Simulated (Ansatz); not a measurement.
`[C]#C[Si](O)(O)O`, charge 0, multiplicity 2.

Task: Give a relaxed structure at PBE0-D4/def2-TZVP (Ansatz 0.2.0). (Best estimate.)

Result: The calculation gave: 
Cartesian coordinates in Å:
```
C 2.600 -0.038 0.968
C 1.463 -0.022 0.544
Si -0.256 0.003 -0.096
O -0.456 -1.200 -1.166
O -1.297 -0.192 1.133
O -0.543 1.425 -0.824
H -0.280 -2.097 -0.881
H -1.262 0.427 1.863
H 0.032 1.694 -1.542
```
Point group C3.
This is one stationary point; other conformers may exist.
